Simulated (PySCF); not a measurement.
In(NCO)(OH)2 (CH2InNO3), SMILES O=C=[N][In]([OH])[OH].

The structure is a stationary point at B3LYP-D3(BJ)/def2-SVP. The structure was generated by enumeration; whether it is a known compound was not checked. The def2 effective core potentials stand for the cores of In; spin–orbit coupling is left out. One conformer was computed; it need not be the lowest.

Level of theory: IEF-PCM-PBE0/def2-SVP run with PySCF.

The values are the electrostatic part of the solvation free energy, E(continuum) − E(gas) at the gas-phase geometry, in a cavity of scaled van der Waals radii (PySCF's table); cavitation and dispersion terms are not included. A continuum can't describe solvent molecules that bind to the metal. In vacuum the orbital gap is 6.21 eV. The dipole moment in vacuum is 0.49 D.

Computed values in water (ε = 78.36), dimethylsulfoxide (ε = 46.83), N,N-dimethylformamide (ε = 37.22):
```
solvent                    ε  ΔG(elec) (kcal/mol)  dipole (D)  gap (eV)
---------------------  -----  -------------------  ----------  --------
water                  78.36                -13.9        0.66      6.59
dimethylsulfoxide      46.83                -13.7        0.66      6.59
N,N-dimethylformamide  37.22                -13.6        0.66      6.58
```
